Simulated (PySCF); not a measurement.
# Cadmium: a sound run and one with changed settings

Sound run: Cd²⁺ [Kr] 4d10, Cd³⁺ [Kr] 4d9. All numbers are calculated (PySCF 2.14, scalar relativity by spin-free X2C-1e, in x2c-TZVPall (8s6p6d1f, 63 functions)). In the sound run the correlated levels freeze [Kr]. The sound run starts from symmetry-adapted Hartree-Fock orbitals and uses a fine grid where one is needed.

Changed run: no relativity, point nucleus. This setting is unsound on purpose.

```csv
species,method,sound run (hartree),changed run (hartree),converged
Cd²⁺,UHF,-5590.47177,-5382.30162,yes
Cd²⁺,M06-2X,-5593.48558,-5385.59684,yes
Cd²⁺,M06-L,-5592.93046,-5384.95255,yes
Cd²⁺,MP2,-5590.74210,-5382.56959,yes
Cd³⁺,UHF,-5589.15096,-5380.95110,yes
Cd³⁺,M06-2X,-5592.09902,-5384.18225,yes
Cd³⁺,M06-L,-5591.55298,-5383.54727,yes
Cd³⁺,MP2,-5589.36725,-5381.16554,yes
```

Ionisation energy of Cd²⁺:

| method | sound run (eV) | changed run (eV) |
| --- | --- | --- |
| UHF | 35.941 | 36.749 |
| M06-2X | 37.730 | 38.493 |
| M06-L | 37.483 | 38.240 |
| MP2 | 37.411 | 38.206 |
| SCS-MP2 | 37.244 | 38.037 |

Most of the change in total energy is the relativistic energy itself. On top of that the contraction fixes the core shape for the Hamiltonian it was made with, so the changed run is not a good calculation with the other Hamiltonian either.

For comparison, NIST gives 37.468 ± 0.006 eV between the lowest levels.
